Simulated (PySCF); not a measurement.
oxetane-3-carbonitrile (C4H5NO), SMILES N#CC1COC1. Coordinates come from a PBE-D3(BJ)/def2-SVP optimisation.

The numbers are results of PBE-D3(BJ)/def2-SVP in PySCF, not measurements.

Harmonic wavenumbers (cm⁻¹): 99, 180, 236, 510, 529, 643, 856, 869, 963, 995, 1042, 1073, 1085, 1126, 1135, 1180, 1255, 1290, 1334, 1438, 1465, 2291, 2942, 2953, 3014, 3017, 3031. Rotational constants (GHz): 10.27, 2.406, 2.155; symmetry number 1.

Question: Work out the zero-point energy and the ideal-gas rigid-rotor harmonic-oscillator thermochemistry at 298.15 K and 1 atm.

Answer: ZPE = ½ Σ hcν = ½ × 36549 cm⁻¹ = 52.25 kcal/mol. H − E(el) = 56.37 kcal/mol. Entropy in cal/(mol K): translation 39.17, rotation 26.20, vibration 10.26, total 75.63. G − E(el) = 33.82 kcal/mol. Cp = 21.11 cal/(mol K). Modes under 150 cm⁻¹ make the vibrational entropy uncertain.
